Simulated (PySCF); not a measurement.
Computed properties of GaFClBr, SMILES [Br][Ga]([Cl])[F]

GaFClBr, SMILES [F][Ga]([Cl])[Br]. Coordinates come from a PBE0-D3(BJ)/def2-SVP optimisation. The structure was generated by enumeration; whether it is a known compound was not checked. Other conformers were not sampled. All values are computed for the isolated molecule unless a solvent is named; none is compared with measurement here.

**Structure.** The optimised structure has Cs symmetry. All 6 harmonic modes at PBE0-D3(BJ)/def2-SVP (PySCF) are real, so it is a minimum. With heavy atoms numbered as in [Ga:1]([F:2])([Cl:3])[Br:4], the shortest bond between them is Ga1–F2 at 1.737 Å and the longest Ga1–Br4 at 2.249 Å.

**Vibrations.** The strongest infrared lines (harmonic, unscaled, degenerate partners summed) lie at 458 cm⁻¹ (75 km/mol, Cl 57 %, Ga 40 %), 731 cm⁻¹ (71 km/mol, F 77 %, Ga 23 %), 167 cm⁻¹ (22 km/mol, F 72 %, Cl 12 %, Br 10 %). The softest mode is at 105 cm⁻¹ and the zero-point energy is 2.7 kcal/mol.

**Electronic structure.** CAM-B3LYP/def2-TZVPD (PySCF) places the frontier levels at -10.58 and -1.39 eV, a gap of 9.19 eV, and gives a dipole moment of 1.12 D and a mean polarisability of 61.0 bohr³. PBE/def2-TZVPD (PySCF) at the same geometry gives -7.91 and -3.18 eV, so its gap is 4.46 eV narrower. An orbital gap is neither the optical nor the fundamental gap.

**Excitations.** TDA-M06-2X/def2-SVPD (PySCF) has S1 at 5.97 eV (208 nm, f = 0.021, weak); the most intense of the 10 singlets computed lies at 8.12 eV (f = 0.51). T1 (TDA) is at 5.60 eV, 0.37 eV under S1. TDA-PBE/def2-SVPD (PySCF) puts S1 at 4.86 eV. No vertical singlet excitation falls in the visible range (under 3.1 eV).

**NMR.** GIAO shifts at B3LYP/pcSseg-1 (PySCF) (non-relativistic, atoms alike by connectivity averaged): ¹⁹F at -106.7 ppm against CFCl3. Without spin–orbit terms, shifts of atoms bonded to Cl or Br come out too high.
